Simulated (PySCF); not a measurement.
**Magnetisability: SMILES C#C[C@@H]1C(=C)[C@@H]1C, C₇H₈**

Molfile (atoms numbered from 1):
```
C7H8
     RDKit          3D

 15 15  0  0  0  0  0  0  0  0999 V2000
    2.1203   -0.1054   -1.6487 C   0  0  0  0  0  0  0  0  0  0  0  0
    0.9942    0.1095   -1.3006 C   0  0  0  0  0  0  0  0  0  0  0  0
   -0.3428    0.3665   -0.8687 C   0  0  2  0  0  0  0  0  0  0  0  0
   -0.5745    0.9200    0.4822 C   0  0  0  0  0  0  0  0  0  0  0  0
   -0.4356    1.9372    1.2905 C   0  0  0  0  0  0  0  0  0  0  0  0
   -0.9640   -0.4715    0.2555 C   0  0  2  0  0  0  0  0  0  0  0  0
   -0.1776   -1.5940    0.8884 C   0  0  0  0  0  0  0  0  0  0  0  0
    3.1023   -0.2895   -1.9665 H   0  0  0  0  0  0  0  0  0  0  0  0
   -1.0026    0.6886   -1.6693 H   0  0  0  0  0  0  0  0  0  0  0  0
   -0.7575    1.8877    2.3189 H   0  0  0  0  0  0  0  0  0  0  0  0
    0.0015    2.8675    0.9636 H   0  0  0  0  0  0  0  0  0  0  0  0
   -2.0237   -0.6832    0.1503 H   0  0  0  0  0  0  0  0  0  0  0  0
   -0.2523   -2.4976    0.2853 H   0  0  0  0  0  0  0  0  0  0  0  0
   -0.5634   -1.8083    1.8837 H   0  0  0  0  0  0  0  0  0  0  0  0
    0.8713   -1.3194    0.9708 H   0  0  0  0  0  0  0  0  0  0  0  0
  1  2  3  0
  2  3  1  0
  3  4  1  0
  4  5  2  0
  4  6  1  0
  6  7  1  0
  6  3  1  0
  1  8  1  0
  3  9  1  6
  5 10  1  0
  5 11  1  0
  6 12  1  6
  7 13  1  0
  7 14  1  0
  7 15  1  0
M  END
```

Computed, not measured: GIAO HF/pcSseg-1 magnetisability, rotational g tensor and spin-rotation constants, non-relativistic, gas phase in PySCF 2.14.0. Geometry: GFN2-xTB.

Question: What are the magnetisability and the molar susceptibility?

Answer: Isotropic -1222 × 10⁻³⁰ J/T², or -73.6 × 10⁻⁶ cm³/mol; principal values -1436, -1125, -1105 × 10⁻³⁰ J/T², anisotropy 322 × 10⁻³⁰ J/T² (root of half the summed squared differences of the principal values). The susceptibility is in cgs units.

Question: Split it along the inertial axes a, b, c into diamagnetic and paramagnetic parts about the centre of mass, with the quadrupole moment.

Answer: 
| axis | χ (10⁻⁶ cm³/mol) | diamagnetic (10⁻⁶ cm³/mol) | paramagnetic (10⁻⁶ cm³/mol) | summed x² of all electrons (Å²) | quadrupole Θ (D Å) |
| --- | --- | --- | --- | --- | --- |
| a | -73.8 | -441.2 | 367.4 | 114.3 | +2.21 |
| b | -67.6 | -610.2 | 542.6 | 74.5 | -1.35 |
| c | -79.3 | -801.0 | 721.7 | 29.5 | -0.87 |

Anisotropies 2χaa − χbb − χcc = -0.5 and 2χbb − χaa − χcc = +17.9 × 10⁻⁶ cm³/mol. Θ is traceless in Buckingham's convention.

Question: And the rotational g tensor?

Answer: 
| axis | rotational constant (GHz) | g | nuclear part | electronic part |
| --- | --- | --- | --- | --- |
| a | 3.6458 | -0.0021 | 0.6272 | -0.6293 |
| b | 2.3138 | -0.0057 | 0.5841 | -0.5898 |
| c | 1.7159 | +0.0050 | 0.5868 | -0.5818 |

Asymmetric top; isotopes 12C, 1H; no vibrational averaging.
